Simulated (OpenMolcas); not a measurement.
## 4f4 along the 58-electron sequence

```yaml
Program: OpenMolcas 26.06
Method: CASSCF
Basis: ANO-R2
Scalar_Hamiltonian: X2C, finite nucleus
Spin-orbit_coupling: RASSI with atomic mean-field integrals over the reference wave functions, term energies averaged over their components
```

Active space for each ion: 4 electrons in 7 orbitals (4f).

Computed levels in cm-1 above 5I4:

```
                               Level   Nd2+   Pm3+   Sm4+
                                 5I5   1196   1572   2024
                                 5I6   2539   3321   4247
                                 5I7   3993   5194   6599
                                 5I8   5528   7151   9028
                                 5F1  14470  16692  18684
                                 5F2  14887  17214  19310
                                 5F3  15574  18117  20476
                                 5S2  16181  18900  21461
                                 5F4  16406  19171  21755
weight of 5I in the lowest level (%)     98     98     97
```

Measured, with the error of the calculation in %. Measured levels: Nd2+ from Ding et al., The Spectrum and Energy Levels of the Low-lying Configurations of Nd III (preprint, 2023).

```tsv
Level	Nd2+
5I5	1138 (+5.1)
5I6	2388 (+6.3)
5I7	3715 (+7.5)
5I8	5093 (+8.5)
5F2	10774 (+38.2)
5F3	11425 (+36.3)
5F4	12181 (+34.7)
```

The fine-structure level 5I8 changes by a factor of 1.63 from Nd2+ to Sm4+. Its fourth root runs 8.62, 9.20, 9.75, with steps per unit of Z of 0.57, 0.55; equal steps would mean a (Z - σ)^4 law with constant σ.

5F1 changes by a factor of 1.29 over the same range, with steps per unit of Z of +2220, +1990 cm-1.

High states are left out of the spin-orbit mixing, which shifts the levels that they would mix with. Without dynamic correlation excited terms often stand tens of per cent too high (terms of higher spin than the ground term too low), and those without a measured partner can miss by more than the paired ones. Computed and measured levels are paired by configuration, term and J; levels that our copy of the source lacks, or whose pairing is in doubt (as where it misses far off the trend of its configuration), stay unpaired and out of the deviations. Only configurations of the active space appear.
